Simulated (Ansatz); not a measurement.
A CCSD(T) single point on CH$_{6}$BGeNO.

```yaml
crystal:
  periodic: [false, false, false]
  atoms:
    - {symbol: N, position_ang: [-0.602634, 1.142915, 0.355253]}
    - {symbol: C, position_ang: [-0.978728, -0.284675, -0.031579]}
    - {symbol: B, position_ang: [0.193494, -0.089767, 1.001384]}
    - {symbol: Ge, position_ang: [1.299419, -0.764534, -0.598375]}
    - {symbol: O, position_ang: [-0.442831, -0.580121, -1.272273]}
    - {symbol: H, position_ang: [-1.251767, 1.623803, 0.962312]}
    - {symbol: H, position_ang: [-0.278396, 1.718976, -0.411850]}
    - {symbol: H, position_ang: [-2.043972, -0.478330, 0.072356]}
    - {symbol: H, position_ang: [0.237674, -0.148650, 2.189285]}
    - {symbol: H, position_ang: [2.246177, 0.054403, -1.512516]}
    - {symbol: H, position_ang: [1.686962, -2.251022, -0.733298]}
basis:
  gaussian: {orbitals: def2-TZVPP}
correlation: {method: ccsd_t}
```

```sh
$ ansatz run in.yaml --threads 4 --pin off --events-out ev --progress --plain --max-ram 10444MiB
```

The program prints (abridged):

```
Functional definition: HF
1558 factors; integrals over basis functions are off by at most 1.1e-3 eV
mean field evaluation 1: about -61786.1725 eV, gradient 4.2e1 eV
mean field evaluation 2: about -61786.4565 eV, gradient 4.2e1 eV
mean field evaluation 4: about -61790.5459 eV, gradient 5.0e0 eV
mean field evaluation 8: about -61790.6251 eV, gradient 3.8e-1 eV
mean field -61790.62557294 eV, -2270.7636066153 hartree, gradient 3.5e-6 eV, S^2 0.000000; 0 other end points of the search recorded, 0 dependent functions left out
13 core orbitals not correlated: weight in the atoms' cores, before any rotation towards them, 1.000 or more for the frozen orbitals, at most 0.000 for the correlated occupied ones
reference -61790.62557294 eV, -2270.7636066153 hartree; 19, 19 occupied and 224, 224 virtual orbitals, 1558 factors
second order -26.71520714 eV of doubles, -0.00000000 eV of singles
cycle   1  -26.50065481 eV  change    2.1e-1 eV  update   1.2e-1
cycle   2  -27.24861037 eV  change   -7.5e-1 eV  update   3.7e-2
cycle   3  -27.40153232 eV  change   -1.5e-1 eV  update   1.9e-2
cycle   4  -27.38616060 eV  change    1.5e-2 eV  update   5.0e-3
cycle   5  -27.38380008 eV  change    2.4e-3 eV  update   2.6e-3
cycle   6  -27.38527643 eV  change   -1.5e-3 eV  update   8.5e-4
cycle   7  -27.38500026 eV  change    2.8e-4 eV  update   3.8e-4
cycle   8  -27.38482829 eV  change    1.7e-4 eV  update   1.3e-4
cycle   9  -27.38488983 eV  change   -6.2e-5 eV  update   5.1e-5
cycle  10  -27.38490988 eV  change   -2.0e-5 eV  update   2.0e-5
perturbative correction -1.15902154 eV, -0.0425932559 hartree
Total energy: -61819.16950436 eV, -2271.8125767472 hartree
```

Run time 2.3 min (4 threads of an Intel Xeon Platinum 8488C on a shared host); peak host memory 6.1 GiB.

Correlation energy per correlated electron: -0.751 eV. T1 diagnostic: 0.0128.
